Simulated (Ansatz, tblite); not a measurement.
Cost and result up the ladder for the cluster Si3Se4⁺ (7 atoms). The state is a doublet with charge 1. Geometry: PBE-D4/def2-SVP.

```xyz
7

Si   -0.0749    1.5458    2.0586
Si   -0.6228   -0.0493   -1.5468
Si    1.3175   -0.8757    0.6509
Se    0.9152    1.3046   -0.2898
Se   -0.2248   -2.0777   -0.6354
Se    0.5446   -0.5188    2.8247
Se   -1.8547    0.6710   -3.0621
```

Ansatz on 4 threads of AMD EPYC 9B45 on a shared host; xTB runs through tblite on one thread. Times are rough, summed over both states, and most runs start from the orbitals of an earlier one. PBE0-D4/def2-TZVP serves as the yardstick here, not as an exact answer. Differences are given only for rows in sets of like size (and for xTB, whose basis is part of the method), since another set adds its own error. The other state is a quartet at its own geometry, which has other bonds, so the gap mixes isomer and spin.

The xTB rows come from tblite. Correlated methods freeze 51 core orbitals; core or outer-core shells of Se are correlated, in sets that lack core-valence functions. The rows differ in basis, and correlated rows in double-zeta sets carry the largest basis error. The structure comes from a short search, and lower isomers may exist.

Run but left out: HF/STO-3G (doublet: ⟨S²⟩ 1.25, where a pure state has 0.75).

Correlated methods converge slowly with the basis, most of all in double-zeta sets.

xTB has no spin-polarisation term.

| level | functions | wall time | quartet − doublet (eV) | difference from PBE0-D4/def2-TZVP (eV) | remarks |
| --- | --- | --- | --- | --- | --- |
| GFN1-xTB | 63 | 0.018 s | 1.44 | 1.38 | – |
| GFN2-xTB | 63 | 0.026 s | 1.04 | 0.98 | – |
| PBE-D4/def2-TZVP | 303 | 8.8 s | 0.17 | 0.11 | – |
| MP2/def2-SVP | 182 | 14 s | 0.51 | – | spin-contaminated (⟨S²⟩ 0.87) (doublet) |
| r2SCAN-D4/def2-TZVP (with forces) | 303 | 20 s | 0.12 | 0.06 | – |
| PBE0-D4/def2-TZVP | 303 | 26 s | 0.06 | 0.00 | – |
